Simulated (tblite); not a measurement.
Question: What does the GFN2-xTB structure of `FCC/C(=C/[SiH3])[SiH2]P` look like in three dimensions?

Answer: 
Z-matrix in Å and degrees, rows numbered from 1:
```
F 
C   1  1.3740
C   2  1.5246  1  110.71
C   3  1.5087  2  110.81  1    62.39
C   4  1.3334  3  119.97  2  -103.74
Si  5  1.8771  4  129.65  3   177.71
Si  4  1.8955  3  116.89  2    74.77
P   7  2.2530  4  108.24  3     3.18
H   2  1.0964  1  106.63  3   121.17
H   2  1.0948  1  106.62  3  -121.37
H   3  1.0935  2  107.40  1  -176.69
H   3  1.0930  2  108.79  1   -59.17
H   5  1.0884  4  116.82  3    -1.17
H   6  1.4652  5  108.54  4  -111.36
H   6  1.4622  5  111.81  4    10.30
H   6  1.4672  5  107.37  4   130.66
H   7  1.4688  4  110.13  3   119.17
H   7  1.4689  4  111.29  3  -119.32
H   8  1.3823  7   95.91  4  -107.60
H   8  1.3804  7   94.75  4   159.92
```

The C–C distances run from 1.333 Å (C4=C5, drawn double) to 1.525 Å (C2–C3, drawn single), a spread of 0.192 Å. Si6 (SiH3 silicon) is tetrahedral (angles from 107.4° to 111.8°). P8 (three-coordinate phosphorus) is pyramidal (angles 95.9°, 94.7° and 92.0°, sum 282.6°, 0.84 Å off the plane of its three neighbours). Si7 (SiH2 silicon) is tetrahedral (angles from 106.4° to 111.3°).

The geometry is computed with GFN2-xTB (gas phase).

Point group: C1 (no symmetry element, even within 0.4 Å). Its lowest GFN2-xTB frequency is 5i cm⁻¹, too small to tell a flat minimum from a shallow saddle. One conformer, not necessarily the lowest (F1–C2–C3–C4 62°, C2–C3–C4–C5 -104°, C3–C4–Si7–P8 3°, C4–Si7–P8–H -108° and 160°).
